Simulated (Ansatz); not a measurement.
System: SiOBr (charge 0, doublet). SMILES: O=[Si]Br
Coordinates optimised at B3LYP-D3(BJ)/def2-TZVP (Ansatz, a first-principles code):
```
Si
O 1 1.5259
Br 1 2.2484 2 125.33
```
Charge 0, spin multiplicity 2.

Wanted: size of the dipole moment, in D. Set-up: LANL2DZ with its own core potentials from Na on; spin-orbit terms left out; 6-31G* and kin with 6d, 5d where marked; open shells spin-unrestricted; non-relativistic; dispersion terms only where a functional's name holds one. Ab initio and DFT rows: single points at B3LYP-D3(BJ) geometries (Ansatz).

| level | program | size of the dipole moment (D) |
|---|---|---|
| B3LYP/STO-3G | Ansatz | 1.06 |
| B3LYP/3-21G | Ansatz | 1.75 |
| B3LYP/LANL2DZ | Ansatz | 2.49 |
| B3LYP/6-31G | Ansatz | 2.30 |
| B3LYP/6-31G* | Ansatz | 2.35 |
| B3LYP/def2-SVP | Ansatz | 2.47 |
| B3LYP/6-31G* with LANL2DZ past Ar | Ansatz | 2.23 |

No value to compare with is used here. The 7 habitual levels span 1.06 (B3LYP/STO-3G) to 2.49 D (B3LYP/LANL2DZ).

The sets are all those run for this method; left out are runs that failed, that the program found above a lower state of the same kind, or whose <S^2> lies over 0.5 above the pure value.
